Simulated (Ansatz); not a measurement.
Problem. Name a neutral molecule of Ga, O, Si and H with HOMO–LUMO gap (B3LYP/def2-TZVPP) between 5.00 and 5.30 eV and LUMO energy (PBE0/def2-TZVPP) between -2.00 and -1.70 eV (Ansatz, PBE0-D4/def2-TZVP geometry).

Solution. `[SiH3]O[SiH2][GaH2]` (5.10 eV, -1.81 eV). Other molecules can fit too; these were computed, each in one conformer that needn't be the lowest.

B3LYP here is the variant with VWN-RPA as its local correlation; programs differ in this.
